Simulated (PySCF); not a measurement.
**Iron: a sound run and one with changed settings**

Sound run: Fe⁺ [Ar] 3d6 4s1, Fe²⁺ [Ar] 3d6. Calculation: PySCF 2.14, in jorge-DZP-DKH (8s6p2d1f, 43 functions); the spin-free X2C one-electron Hamiltonian (Gaussian nucleus). In the sound run the correlated levels freeze [Ar]. The sound run starts from symmetry-adapted Hartree-Fock orbitals and uses a fine grid where one is needed.

Changed run: all electrons correlated in a basis built for the valence shell.

| species | method | sound run (hartree) | changed run (hartree) | converged |
| --- | --- | --- | --- | --- |
| Fe⁺ | MP2 | -1271.14824 | -1271.51175 | yes |
| Fe²⁺ | MP2 | -1270.57596 | -1270.93129 | yes |

Ionisation energy of Fe⁺:

| method | sound run (eV) | changed run (eV) |
| --- | --- | --- |
| UHF | 15.250 | 15.250 |
| MP2 | 15.573 | 15.795 |
| SCS-MP2 | 15.436 | 15.671 |

A valence basis has no tight correlating functions, so it recovers only part of the core correlation, and not evenly between atom and ion.

For comparison, NIST gives 16.199 eV between the lowest levels.
